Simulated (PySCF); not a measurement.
CH6OTi, multiplicity 1. Atoms are numbered in the order given.

```xyz
9

Ti     0.0000     0.0000     0.9934
O      0.0000     0.0000    -0.7331
C      0.0000     0.0000    -2.1326
H     -0.2314    -1.0171    -2.5145
H     -0.7651     0.7089    -2.5145
H      0.9965     0.3082    -2.5145
H      0.3802     1.6112     1.4498
H      1.2053    -1.1349     1.4498
H     -1.5855    -0.4763     1.4498
```
Charge 0, spin multiplicity 1.

Geometry optimised at PBE-D3(BJ)/def2-SVP. The spin state was assumed, not searched.

The numbers are results of PBE/def2-TZVPD in PySCF, not measurements.

The molecule is in vacuum.

The total energy is -966.05914 hartree, the point group is C3 and the highest occupied level comes out as -6.73 eV. The lowest empty level is -3.31 eV, the orbital gap is 3.42 eV and the dipole moment comes out as 2.58 D. The quadrupole, principal values (traceless, Buckingham form, about the centre of nuclear charge) comes out as -4.02, -4.02, 8.03 D·Å and the mean static polarisability is 69.1 bohr³ (10.24 Å³). The polarisability, principal values is 62.5, 62.5, 82.3 bohr³.
